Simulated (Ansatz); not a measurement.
Consider the substitution at a C–C bond: `CC1N=C[Se]1` + `N=C[SeH]` → `C[Se]C=N` + `C1=NC[Se]1`.

Isolated molecules relaxed with PBE0-D4/def2-TZVP in Ansatz; ΔE leaves out vibrations. CCSD(T)/CBS is the MP2 limit (def2-TZVPP, def2-QZVPP) plus CCSD(T) − MP2 in def2-TZVPP, frozen cores. Functionals use def2-TZVPP. B3LYP here is the variant with VWN-RPA as its local correlation; programs differ in this. HSE06 is defined as in plane-wave codes. For Se outer-core shells are correlated without core-valence functions, which leaves a few kJ/mol of doubt a bond. Scalar relativity is left out up to krypton. Each species was taken in one conformer, which may not be the lowest.

| level | ΔE (kcal/mol) | difference from CCSD(T)/CBS |
| --- | --- | --- |
| LDA (SPW92) | 5.9 | 1.5 |
| revPBE-D4 | 3.9 | -0.5 |
| BLYP-D4 | 3.8 | -0.6 |
| r2SCAN-D4 | 4.3 | -0.1 |
| B97M-V | 4.6 | 0.2 |
| PBE0-D4 | 4.2 | -0.2 |
| B3LYP-D4 | 4.2 | -0.2 |
| r2SCANh-D4 | 4.4 | 0.0 |
| HSE06-D4 | 4.2 | -0.2 |
| BHLYP-D4 | 4.5 | 0.1 |
| CAM-B3LYP-D4 | 4.7 | 0.3 |
| ωB97X-V | 4.2 | -0.2 |
| ωB97M-V | 4.2 | -0.2 |
| B2PLYP | 3.9 | -0.5 |
| PBE-QIDH | 4.4 | 0.0 |
| PBE | 3.5 | -0.9 |
| revPBE | 2.8 | -1.6 |
| BLYP | 3.1 | -1.3 |
| r2SCAN | 4.2 | -0.2 |
| B3LYP | 3.6 | -0.8 |
| r2SCANh | 4.3 | -0.1 |
| r2SCAN0 | 4.4 | 0.0 |
| HSE06 | 3.9 | -0.5 |
| CAM-B3LYP | 4.4 | 0.0 |
| LC-ωPBE | 4.1 | -0.3 |
| RPA@PBE/def2-TZVPP | 4.0 | -0.4 |
| MP2/def2-SVP | 8.9 | 4.5 |
| CCSD/def2-SVP | 8.6 | 4.2 |
| CCSD(T)/def2-SVP | 8.8 | 4.4 |
| HF/def2-TZVPP | 4.2 | -0.2 |
| MP2/def2-TZVPP | 4.4 | 0.0 |
| SCS-MP2/def2-TZVPP | 4.1 | -0.3 |
| CCSD/def2-TZVPP | 4.3 | -0.1 |
| CCSD(T)/def2-TZVPP | 4.3 | -0.1 |
| HF/def2-QZVPP | 4.2 | -0.2 |
| MP2/def2-QZVPP | 4.4 | 0.0 |
| SCS-MP2/def2-QZVPP | 4.1 | -0.3 |
| HF/CBS(def2) | 4.2 | -0.2 |
| MP2/CBS(def2) | 4.5 | 0.1 |
| CCSD/CBS(def2) | 4.4 | 0.0 |
| CCSD(T)/CBS | 4.4 | 0 |

Largest T1 diagnostic among the species: 0.013.

Leaving LDA and LC-ωPBE aside and taking each functional with its dispersion term where it has one, the values spread over 0.9 kcal/mol, from BLYP-D4 to CAM-B3LYP-D4. LDA lies +2.4 kcal/mol from PBE without D4. From BLYP to BHLYP (50 % exact exchange), in def2-TZVPP and without D4, ΔE moves by +1.1 kcal/mol.

CCSD(T)/CBS has its own doubt, a few kJ/mol and more with outer-core shells, so smaller differences from it don't rank the levels.
